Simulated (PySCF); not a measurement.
PySCF input for C2H3B, SMILES BC#C, PBE0/pcSseg-2. Geometry optimised at B3LYP-D3(BJ)/def2-TZVP.

```python
import numpy as np
from pyscf import gto, scf, dft
from pyscf.prop.nmr import rks as nmr

mol = gto.M(
    atom='''
    B    -0.00000000    0.00000000   -1.39213254
    C     0.00000000   -0.00000000    0.10781305
    C     0.00000000   -0.00000000    1.31737655
    H    -0.00000001   -0.00000000    2.38112960
    H    -0.00000000   -1.03069867   -1.98580225
    H    -0.00000000    1.03069867   -1.98580225
    ''',
    basis='pcSseg-2',
    charge=0,
    spin=0,
    max_memory=1600,
    verbose=3,
)
mf = dft.RKS(mol, xc='pbe0')
mf.grids.level = 3
mf.conv_tol = 1e-10
mf.max_cycle = 100
mf.kernel()
n = nmr.NMR(mf)
n.verbose = 2
n.max_cycle_cphf = 60
sigma = n.kernel()
print('atom   isotropic/ppm   span/ppm')
for i, s in enumerate(sigma):
    w = np.linalg.eigvalsh((s + s.T) / 2)
    print(f'{mol.atom_symbol(i):2s}{i + 1:3d} {w.mean():14.3f} {w[2] - w[0]:11.3f}')
```

Log of the run:

```
converged SCF energy = -102.672562904006
atom   isotropic/ppm   span/ppm
B   1         27.110     186.406
C   2         84.041     316.723
C   3         35.782      90.678
H   4         25.866       2.708
H   5         24.646       6.886
H   6         24.646       6.886
```

Self-consistency was reached.

Cost: very roughly 50 core-seconds.
